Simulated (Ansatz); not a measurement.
```yaml
crystal:
  periodic: [false, false, false]
  atoms:
    - {symbol: Fe, position_ang: [-0.001000, 0.004469, 0.005260]}
    - {symbol: Br, position_ang: [2.110073, -0.256478, 0.618816]}
    - {symbol: Br, position_ang: [-2.109073, 0.252009, -0.624065]}
basis:
  gaussian: {orbitals: def2-TZVP, initial_orbitals: start.molden}
hamiltonian: {xc: pbe}
correlation: {method: rpa}
scf: {omitted_lower_state_checks: [starts]}
```

The file start.molden holds the orbitals of an earlier run on this structure, at another level or in another basis.

```sh
$ ansatz run in.yaml --threads 4 --pin off --events-out ev --progress --plain --max-ram 3916MiB
```

Shortened log:

```
Functional definition: PBE
1091 factors; integrals over basis functions are off by at most 8.0e-4 eV
mean field evaluation 1: about -174452.9332 eV, gradient 1.4e1 eV
mean field evaluation 2: about -174453.3393 eV, gradient 1.6e0 eV
mean field evaluation 4: about -174453.3418 eV, gradient 4.2e-2 eV
mean field evaluation 8: about -174453.3418 eV, gradient 2.8e-6 eV
mean field -174453.34184144 eV, -6411.0420639508 hartree, gradient 2.8e-6 eV, S^2 0.000000; 0 other end points of the search recorded, 0 dependent functions left out; unrestricted orbitals would lower it
mean field evaluation 16: about -174351.3787 eV, gradient 6.7e0 eV
mean field evaluation 32: about -174351.9046 eV, gradient 2.7e-2 eV
23 core orbitals not correlated: weight in the atoms' cores, before any rotation towards them, 1.000 or more for the frozen orbitals, at most 0.000 for the correlated occupied ones
reference -174344.27861578 eV, -6407.0340643335 hartree; 25, 25 occupied and 93, 93 virtual orbitals, 1091 factors
Error: the energy between an occupied orbital and the lowest state that it is excited into in its spin channel is -0.0068 eV and must be positive: a state without a gap has no random-phase energy
```

Problem. Can the result of this run be used?

Solution. No. The run stopped with an error. The reference has no gap: an occupied orbital lies above an empty one, and the correlation energy can't be formed.
